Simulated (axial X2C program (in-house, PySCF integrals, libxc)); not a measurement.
Curves of ErNC⁺ from open-shell CI on f11 s1

Calculated with an axial X2C code built on PySCF integrals: two-component X2C with atomic mean-field Coulomb and Gaunt terms, basis Er dyall-v3z, N dyall-v3z, C dyall-v3z (cores contracted in-house). Orbitals come from Hartree–Fock averaged over the configuration Er f11 s1; CI then distributes these electrons over the f, s shells of Er.

Scan along the Er–N bond with NC moving as one mass, its bond held at 1.170 Å; masses Er 165.930 u, N 14.003 u, C 12.000 u. Energies in cm⁻¹ from the lowest point; levels are followed by energy order within each Ω. Lowest level at 2.082 Å: 100% f11 s1.

```
R (Å)  (1)Ω=0  (1)Ω=1  (1)Ω=2  (1)Ω=3  (1)Ω=4
1.936    2150    2169    2221    2286    2338
2.009     488     506     553     615     671
2.082       0      16      60     118     176
2.165     508     522     562     616     673
2.249    1853    1866    1901    1951    2008
2.342    4010    4021    4052    4098    4153
2.457    7285    7294    7321    7362    7413
```

(1) Fit the curves (1)Ω=0, (1)Ω=1, (1)Ω=2, (1)Ω=3, (1)Ω=4 near their minima.

The 5 lowest curves are shown; the next is (1)Ω=5, from 226 cm⁻¹.

There is no dynamic correlation: spin–orbit spacings and, for f shells, spacings inside one term are the most reliable numbers, splittings between terms come out too wide, and energies between configurations are not reliable, so the lowest level need not be the ground state of the molecule. At most 4 roots were kept for each Ω > 0 (twice that for Ω = 0) within 2.2 eV of the lowest, so higher up levels can be missing between those listed; levels with Ω > 0 are doubly degenerate and listed once, Ω = 0 levels singly. The molecule was held linear; bending was not examined.

Answers

(1) From the open-shell CI curves, Te from the lowest:

| level | Te (cm⁻¹) | Re (Å) | ωe (cm⁻¹) |
| --- | --- | --- | --- |
| (1)Ω=0 | 0 | 2.082 | 497.6 |
| (1)Ω=1 | 16 | 2.082 | 497.5 |
| (1)Ω=2 | 60 | 2.083 | 497.2 |
| (1)Ω=3 | 118 | 2.083 | 496.9 |
| (1)Ω=4 | 176 | 2.083 | 496.6 |

Without dynamic correlation distances can be off by several hundredths of an Å (long for ionic bonds, short for multiple bonds) and the wavenumbers are rough.
